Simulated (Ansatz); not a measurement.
One change: `N[SiH2]OCO` becomes `OCO[SiH3]`.

Ansatz, PBE0-D4/def2-TZVP geometries, multiplicity 1. Each molecule was computed in one conformer, which needn't be the lowest.

| property | `N[SiH2]OCO` |
| --- | --- |
| LUMO energy (ωB97M-V/def2-TZVPP) / eV | 2.21 |
| HOMO–LUMO gap (ωB97M-V/def2-TZVPP) / eV | 12.30 |
| HOMO energy (PBE0/def2-TZVPP) / eV | -7.68 |
| HOMO energy (ωB97M-V/def2-TZVPP) / eV | -10.09 |
| HOMO energy (PBE/def2-TZVPP) / eV | -6.19 |
| size of the dipole moment (B3LYP/def2-TZVPP) / D | 1.82 |

**Question.** Give the same properties after the change, and the shifts. (An estimate is asked.)

**Answer.** The calculation gave: 
```tsv
property	`OCO[SiH3]`	shift
LUMO energy (ωB97M-V/def2-TZVPP) / eV	1.87	-0.34
HOMO–LUMO gap (ωB97M-V/def2-TZVPP) / eV	12.46	0.16
HOMO energy (PBE0/def2-TZVPP) / eV	-8.18	-0.50
HOMO energy (ωB97M-V/def2-TZVPP) / eV	-10.59	-0.50
HOMO energy (PBE/def2-TZVPP) / eV	-6.63	-0.44
size of the dipole moment (B3LYP/def2-TZVPP) / D	1.42	-0.40
```

Dipoles are sizes alone; their direction can turn.

B3LYP here is the variant with VWN-RPA as its local correlation; programs differ in this.
